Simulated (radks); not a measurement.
Q: All-electron atom: Ce XXIV in [Ar] 3d10 4s2 4p5. Method: scalar-relativistic Kohn-Sham, exchange-only LDA, spin-polarised, spherical densities, point nucleus; open shells are filled with parallel spins first (spin-orbit coupling, left out, can overturn this in heavy ions); computed with a radial shooting solver on a logarithmic mesh with Libxc functionals. Some entries of the table are withheld. Estimate them.

orbital,occ.,eigenvalue (hartree),<1/r> (bohr^-1)
1s up,1,-1503.518,63.29
1s down,1,-1503.496,63.29
2s up,1,-261.6926,14.60
2s down,1,-261.6779,14.60
2p up,3,-237.1424,13.83
2p down,3,-237.1223,13.83
3s up,1,-74.66656,5.348
3s down,1,-74.64234,5.349
3p up,3,-66.85313,5.074
3p down,3,-66.82676,5.075
3d up,5,-55.89263,4.826
3d down,5,-55.86780,4.827
4s up,1,-31.33739,2.449
4s down,1,-31.23787,2.450
4p up,3,-28.52308,2.318
4p down,2,-28.42434,2.318
4d up,0,(1),2.153
4d down,0,(2),2.152
5s up,0,(3),1.383
5s down,0,(4),1.380

A: 
(1) 4d up eigenvalue (hartree): -24.51808
(2) 4d down eigenvalue (hartree): -24.42316
(3) 5s up eigenvalue (hartree): -17.06866
(4) 5s down eigenvalue (hartree): -17.02366
